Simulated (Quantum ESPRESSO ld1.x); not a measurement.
Input file for ld1.x (Quantum ESPRESSO 7.5):

```
 &input
    zed=7.0,
    iswitch=1,
    rel=1,
    lsd=1,
    dft='PZ',
    config='[He] 2s2 2p1',
    verbosity='high',
    prefix='ld1',
    max_out_wfc=37,
    file_charge='ld1.rho',
 /
```

Command: `OMP_NUM_THREADS=1 ld1.x < ld1.in > ld1.out`

Output (excerpt):

```
     Program LD1 v.7.5 starts

     --------------------------- All-electron run ----------------------------

     scalar relativistic calculation

     atomic number is  7.00
     dft =PZ   lsd =1 sic =0 latt =0  beta=0.20 tr2=1.0E-14
     Exchange-correlation= PZ
                           (   1   1   0   0   0   0   0)
     mesh =1819 r(mesh) =  99.29447 a.u. xmin = -8.00 dx = 0.00800
     1 Ry =  13.60569312 eV, c = 137.03599908

     n l     nl                  e(Ry)          e(Ha)          e(eV)
     1 0     1S 1( 1.00)     -30.936003238     -15.468001619   -420.9057665
     2 0     2S 1( 1.00)      -3.659511605      -1.829755803    -49.7901919
     2 1     2P 1( 1.00)      -2.834600065      -1.417300033    -38.5666986
     1 0     1S 2( 1.00)     -30.869510283     -15.434755142   -420.0010838
     2 0     2S 2( 1.00)      -3.504146032      -1.752073016    -47.6763356
     2 1     2P 2( 0.00)      -2.670177242      -1.335088621    -36.3296121

     final scf error:  3.3E-15 reached in  29 iterations

     Etot =    -105.010107 Ry,     -52.505053 Ha,   -1428.735289 eV
     Total magnetization:    1.00 Bohr mag.

     Ekin =     104.672781 Ry,      52.336390 Ha,    1424.145736 eV
     Encl =    -235.666526 Ry,    -117.833263 Ha,   -3206.406434 eV
     Eh   =      36.590445 Ry,      18.295222 Ha,     497.838364 eV
     Exc  =     -10.606807 Ry,      -5.303403 Ha,    -144.312954 eV
```

Run on one thread of a shared host, so times are rough (Intel(R) Xeon(R) Processor @ 2.60GHz): 0.62 s of CPU time, 0.66 s wall, 29 iterations on 1819 mesh points.
